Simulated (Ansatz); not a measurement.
Basis-set series for `OCSC[SiH3]`. Total charge 0; spin multiplicity 1. All single points use the PBE0-D4/def2-TZVP geometry. It is one conformer, not always the lowest.

```
atom   x (Å)   y (Å)   z (Å)
  O1   1.586   1.676   0.773
  C2   1.601   0.712  -0.240
  S3   0.141   0.725  -1.298
  C4  -1.118   0.264  -0.078
 Si5  -1.190  -1.601   0.148
  H6   1.448   2.536   0.362
  H7   1.693  -0.256   0.255
  H8   2.444   0.835  -0.931
  H9  -0.915   0.800   0.852
 H10  -2.073   0.633  -0.459
 H11   0.155  -2.121   0.509
 H12  -2.145  -1.970   1.230
 H13  -1.627  -2.231  -1.124
```

| functional | basis | functions | energy (Eh) | HOMO (eV) | LUMO (eV) |
| --- | --- | --- | --- | --- | --- |
| PBE0-D4 | def2-SVP | 118 | -843.15279 | -6.55 | 0.92 |
| PBE0-D4 | def2-TZVPP | 289 | -843.57625 | -6.62 | 0.39 |
| ωB97M-V | def2-SVP | 118 | -843.45803 | -8.71 | 2.81 |
| ωB97M-V | def2-TZVPP | 289 | -843.88946 | -8.82 | 2.03 |

Q: Give the rows for def2-QZVPP. (Best estimate.)

A: The calculation gave: 
```csv
functional,basis,functions,energy (Eh),HOMO (eV),LUMO (eV)
PBE0-D4,def2-QZVPP,551,-843.60736,-6.65,0.18
ωB97M-V,def2-QZVPP,551,-843.91911,-8.85,1.56
```

Positive LUMOs are unbound and depend on the basis.

All numbers were calculated with Ansatz.
